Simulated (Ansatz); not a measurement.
Geometry optimisation, Ansatz, RKS PBE-D4/def2-SVP.

The input (input.yaml):

```yaml
crystal:
  periodic: [false, false, false]
  atoms:
    - { symbol: C, position_ang: [0.9241, 0.3446, 1.6268] }
    - { symbol: "N", position_ang: [0.5719, -0.2278, 0.3344] }
    - { symbol: Si, position_ang: [-0.8003, 0.1324, -0.6095] }
    - { symbol: "N", position_ang: [-0.4488, -0.8817, -1.8999] }
    - { symbol: F, position_ang: [-0.7396, 1.6244, -1.1239] }
    - { symbol: F, position_ang: [-2.1044, -0.2385, 0.1624] }
    - { symbol: H, position_ang: [1.8544, 0.0051, 1.9977] }
    - { symbol: H, position_ang: [0.1435, 0.1862, 2.3555] }
    - { symbol: H, position_ang: [0.983, 1.4937, 1.5678] }
    - { symbol: H, position_ang: [0.5581, -1.2324, 0.4744] }
    - { symbol: H, position_ang: [-1.15265, -1.65755, -1.75731] }
    - { symbol: H, position_ang: [0.43674, -1.22697, -1.77801] }
basis:
  gaussian: { orbitals: def2-SVP }
hamiltonian:
  xc: pbe
  dispersion: d4
relax:
  f_tol: 0.015
  max_steps: 40
output:
  orbitals: {}
```

Run as:

```bash
$ ansatz run input.yaml --threads 2 --pin off --max-ram 3072MiB --backend cpu --events-out ev --progress --plain --runs-dir out
```

Question: Where does it end, and by what steps?

Answer: It converged. After 11 steps the energy has fallen by 1.214 eV; H11 moved furthest, 0.76 Å.

```
step  energy less start (eV)  largest force component (eV/Å)  accepted
   0                  0.0000                           5.097       yes
   1                 -0.7711                           2.224       yes
   2                 -1.0180                           0.576       yes
   3                 -1.0742                           0.547       yes
   4                 -0.9819                           1.091        no
   5                 -1.1446                           0.244       yes
   6                 -1.1700                           0.586       yes
   7                 -1.1969                           0.195       yes
   8                 -1.2099                           0.143       yes
   9                 -1.2135                           0.044       yes
  10                 -1.2138                           0.024       yes
  11                 -1.2139                           0.010       yes
```

```xyz
12
Properties=species:S:1:pos:R:3
C 0.941 0.483 1.713
N 0.419 -0.442 0.719
Si -0.722 -0.085 -0.499
N -0.520 -1.162 -1.809
F -0.538 1.513 -0.802
F -2.302 -0.210 -0.097
H 2.044 0.387 1.825
H 0.487 0.351 2.722
H 0.734 1.521 1.387
H 0.603 -1.429 0.908
H -1.301 -1.356 -2.439
H 0.382 -1.249 -2.278
```

Whether the end is a true minimum wasn't checked by a vibrational analysis.

Run time: 33 s on 2 threads of Intel(R) Xeon(R) Platinum 8259CL CPU @ 2.50GHz (Skylake/Cascade Lake), with other jobs on the host, peak memory 0.18 GiB.
